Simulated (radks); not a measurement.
The numbers below are computed, except where a source is named.
Task: Tc3+, 40 electrons, occupied as [Kr] 4d4. Level of theory: Dirac Kohn-Sham, PBE, spin-unpolarised, spherical densities, finite nucleus; open shells fill j = l - 1/2 first; Fermi nuclear charge, rms radius 4.4112 fm (a radial shooting solver on a logarithmic mesh with Libxc functionals).

Spin-orbit splittings of the eigenvalues, e(l+1/2) - e(l-1/2), with zeta = 2 splitting/(2l+1) and mean radii in bohr:

| shell | occ. | splitting (eV) | zeta (eV) | <r> j=l-1/2 | <r> j=l+1/2 |
|---|---|---|---|---|---|
| 2p | 6 | ? | ? | 0.1271 | 0.1318 |
| 3p | 6 | 19.78 | 13.19 | 0.4090 | 0.4196 |
| 3d | 10 | 3.803 | 1.521 | 0.3969 | 0.4004 |
| 4p | 6 | 3.011 | 2.007 | 1.139 | 1.167 |
| 4d | 4 | 0.3463 | 0.1385 | 1.513 | 1.525 |

Estimate the 2p splitting.

Result: 118.3 eV (zeta = 78.84 eV).
